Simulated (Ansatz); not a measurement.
A calculation with Ansatz (development build ahead of 0.2.0).

```yaml
crystal:
  periodic: [false, false, false]
  atoms:
    - { symbol: Cr, position_ang: [0.0, 0.0, 0.0] }
basis:
  gaussian: { orbitals: pcseg-2 }
total_charge: 2
magnetization:
  spin_polarized: true
  initial_magnetization: 4
hamiltonian:
  xc: r2scan
```

The input is written out in the form of the current development build from the run's settings.

Output:

```
Converged                       : yes
Total energy                    : -1043.54238 hartree
Spin squared of the determinant : 6.001
Stability test                  : minimum
```
